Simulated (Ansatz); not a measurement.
Consider the ligand exchange at the Si–O bond: `[SiH3][O][In]([SH])[Cl]` + `OB(O)O` → `OB(O)O[SiH3]` + `[OH][In]([SH])[Cl]`.

Isolated molecules relaxed with PBE0-D4/def2-TZVP in Ansatz; ΔE leaves out vibrations. CBS: MP2 limit from def2 TZ/QZ plus the TZ coupled-cluster correction, frozen cores. This one scheme is used for every species. Functionals use def2-TZVPP. B3LYP here is the variant with VWN-RPA as its local correlation; programs differ in this. Elements past krypton have def2 core potentials. For In outer-core shells are correlated without core-valence functions, which leaves a few kJ/mol of doubt a bond. One conformer a species, not always the lowest.

Problem. Is it downhill or uphill in electronic energy at CCSD(T)/CBS, and by how much? (An estimate is asked.)

Solution. Ansatz gave: Uphill: ΔE = +3.0 kcal/mol.

Problem. What do these levels give: PBE0-D4, B2PLYP, B3LYP, HF/def2-TZVPP, HF/def2-QZVPP, MP2/CBS(def2)? (Best estimate.)

Solution. Computed: PBE0-D4 2.5, B2PLYP 2.5, B3LYP 2.0, HF/def2-TZVPP 3.7, HF/def2-QZVPP 3.7, MP2/CBS(def2) 3.1 kcal/mol.

Largest T1 diagnostic among the species: 0.015.

From PBE to PBE0 (25 % exact exchange), in def2-TZVPP and without D4, ΔE moves by +0.8 kcal/mol.
